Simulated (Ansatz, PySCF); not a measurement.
System: tin monoxide, SnO, net charge 0, singlet state. 
Coordinates optimised at B3LYP-D3(BJ)/def2-TZVP (Ansatz, a first-principles code):
```
Sn
O 1 1.8317
```

Total electronic energies in hartree. Valence correlation only, unless marked. Spin-orbit coupling is left out. The frozen core is the preceding noble-gas configuration, with the filled d and f shells of earlier blocks. In def2 rows, elements after Kr have scalar-relativistic effective core potentials. STO-3G rows are all-electron and non-relativistic. CBS(X,Y): correlation extrapolated as X^-3; Hartree-Fock from the larger set. [CCSD(T)-MP2]/basis is that difference in the basis named.

The Hartree-Fock reference is unstable (checked in the largest basis), which strains HF and MP2. The T1 diagnostic of CCSD in the largest basis is 0.038, which is high, so the coupled-cluster rows are less sure than usual.

```tsv
level	program	energy (Eh)
HF/def2-SVP	Ansatz	-288.10303
RI-HF/def2-TZVPPD	Ansatz	-288.21924
SVWN5/def2-TZVPD	PySCF	-288.70395
revPBE/def2-TZVPD	Ansatz	-289.59003
BP86-D4/def2-TZVPD	PySCF + dftd4	-289.68581
TPSS/def2-TZVPD	PySCF	-289.48085
M06-L/def2-TZVPD	PySCF	-289.70209
r2SCAN-D3(BJ)/def2-TZVPD	Ansatz + dftd3	-289.59878
B3LYP-D4/def2-TZVPD	Ansatz + dftd4	?
PBE0/def2-SVP	Ansatz	-289.36352
PBE0/def2-TZVP	Ansatz	-289.47330
PW6B95-D4/def2-TZVPD	PySCF + dftd4	-289.76572
MN15-D3(BJ)/def2-TZVPD	PySCF + dftd3	-289.01558
wB97X-V/def2-TZVPD	Ansatz	-289.49960
B2PLYP-D3(BJ)/def2-TZVPD	Ansatz + dftd3	?
MP2/def2-SVPD	Ansatz	-288.41557
CCSD/STO-3G	Ansatz	-6037.18906
CCSD/def2-TZVPP	Ansatz	-288.55126
CCSD/CBS(def2-TZVPP,def2-QZVPP)	Ansatz	-288.5930
CCSD(T)/STO-3G	Ansatz	-6037.21784
CCSD(T)/def2-TZVPPD	Ansatz	-288.57745
RI-MP2/CBS(def2-TZVPP,def2-QZVPP)+[CCSD(T)-MP2]/def2-QZVPP	Ansatz	-288.6198
CCSD(T)/CBS(def2-TZVPPD,def2-QZVPPD)	Ansatz	-288.6172
```

Question: What belongs in the gaps?

Answer: 
- B3LYP-D4/def2-TZVPD, energy (Eh): -289.63165
- B2PLYP-D3(BJ)/def2-TZVPD, energy (Eh): -289.24468
